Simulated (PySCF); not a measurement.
BiF3, charge +1, doublet, at a GFN2-xTB geometry (such geometries of metal compounds can be far from the true shape) (a state made from the parent by changing its charge; the spin is typed, not shown lowest) (core potentials on Bi); M06L/def2-SV(P) run with PySCF.

The PySCF input:
```python
from pyscf import gto, scf, dft

mol = gto.M(
    atom='''
Bi    0.00290304   -0.00409173    0.27772636
F    -1.34783862   -1.00581275   -0.85475982
F    -0.22128843    1.68110949   -0.82694915
F     1.54235460   -0.63756186   -0.87954520
''',
    basis='def2-sv(p)',
    ecp={'Bi': 'def2-sv(p)'},
    charge=1,
    spin=1,
    verbose=4,
)

mf = dft.UKS(mol)
mf.xc = 'm06l'
mf.kernel()
```

The log (banner, timings and long lists left out):

```
PySCF version 2.14.0

[INPUT] verbose = 4
[INPUT] num. atoms = 4
[INPUT] num. electrons = 49
[INPUT] charge = 1
[INPUT] spin (= nelec alpha-beta = 2S) = 1
[INPUT] symmetry False subgroup None
[INPUT] Mole.unit = angstrom
[INPUT] Symbol           X                Y                Z      unit          X                Y                Z       unit  Magmom
[INPUT]  1 Bi     0.002903040000  -0.004091730000   0.277726360000 AA    0.005485950529  -0.007732249076   0.524826757972 Bohr   0.0
[INPUT]  2 F     -1.347838620000  -1.005812750000  -0.854759820000 AA   -2.547045851912  -1.900710630096  -1.615261962083 Bohr   0.0
[INPUT]  3 F     -0.221288430000   1.681109490000  -0.826949150000 AA   -0.418174527235   3.176836521507  -1.562707412442 Bohr   0.0
[INPUT]  4 F      1.542354600000  -0.637561860000  -0.879545200000 AA    2.914627780963  -1.204817302868  -1.662099542176 Bohr   0.0

nuclear repulsion = 206.219947360858
number of shells = 28
number of NR pGTOs = 133
number of NR cGTOs = 68
basis = def2-sv(p)
ecp = {'Bi': 'def2-sv(p)'}

******** <class 'pyscf.dft.uks.UKS'> ********
method = UKS
initial guess = minao
damping factor = 0
level_shift factor = 0
DIIS = <class 'pyscf.scf.diis.CDIIS'>
diis_start_cycle = 1
diis_space = 8
diis_damp = 0
SCF conv_tol = 1e-09
SCF conv_tol_grad = None
SCF max_cycles = 50
direct_scf = True
direct_scf_tol = 1e-13
number electrons alpha = 25  beta = 24
XC library pyscf.dft.libxc version 7.1.2
    S. Lehtola, C. Steigemann, M. J. T. Oliveira, and M. A. L. Marques,  SoftwareX 7, 1–5 (2018)
XC functionals = m06l
    Y. Zhao and D. G. Truhlar,  J. Chem. Phys. 125, 194101 (2006)
    Y. Zhao and D. G. Truhlar,  J. Chem. Phys. 125, 194101 (2006)
    Y. Zhao and D. G. Truhlar,  Theor. Chem. Acc. 120, 215 (2008)
radial grids:
    Treutler-Ahlrichs [JCP 102, 346 (1995); DOI:10.1063/1.469408] (M4) radial grids

becke partition: Becke, JCP 88, 2547 (1988); DOI:10.1063/1.454033
pruning grids: <function nwchem_prune>
grids dens level: 3
symmetrized grids: False
atomic radii adjust function: <function treutler_atomic_radii_adjust>
small_rho_cutoff = 0
Set gradient conv threshold to 3.16228e-05
tot grids = 66232
init E= -487.626137393539

cycle= 1 E= -513.036226840785  delta_E= -25.4  |g|= 1.21  |ddm|= 9.18
cycle= 2 E= -512.688373625484  delta_E= 0.348  |g|= 1.44  |ddm|= 3.89
cycle= 3 E= -513.465412289406  delta_E= -0.777  |g|= 0.673  |ddm|= 2.27
cycle= 4 E= -513.640197647649  delta_E= -0.175  |g|= 0.156  |ddm|= 1.26
cycle= 5 E= -513.646368024538  delta_E= -0.00617  |g|= 0.129  |ddm|= 0.329
cycle= 6 E= -513.641249422529  delta_E= 0.00512  |g|= 0.166  |ddm|= 0.334
cycle= 7 E= -513.653944234555  delta_E= -0.0127  |g|= 0.0339  |ddm|= 0.209
cycle= 8 E= -513.651086767621  delta_E= 0.00286  |g|= 0.0853  |ddm|= 0.135
cycle= 9 E= -513.654532543423  delta_E= -0.00345  |g|= 0.00173  |ddm|= 0.0979
cycle= 10 E= -513.654533989278  delta_E= -1.45e-06  |g|= 0.00171  |ddm|= 0.0059
cycle= 11 E= -513.654535685325  delta_E= -1.7e-06  |g|= 0.000217  |ddm|= 0.00272
cycle= 12 E= -513.654535773  delta_E= -8.77e-08  |g|= 0.000205  |ddm|= 0.00144
cycle= 13 E= -513.654535819166  delta_E= -4.62e-08  |g|= 5.09e-05  |ddm|= 0.000851
cycle= 14 E= -513.65453582597  delta_E= -6.8e-09  |g|= 3.26e-05  |ddm|= 0.000461
cycle= 15 E= -513.654535827152  delta_E= -1.18e-09  |g|= 1.28e-05  |ddm|= 0.000207
cycle= 16 E= -513.65453582718  delta_E= -2.8e-11  |g|= 1.17e-05  |ddm|= 2.92e-05
Extra cycle  E= -513.65453582478  delta_E= 2.4e-09  |g|= 7.23e-05  |ddm|= 9.58e-05
converged SCF energy = -513.65453582478  <S^2> = 0.76057399  2S+1 = 2.0105462
```
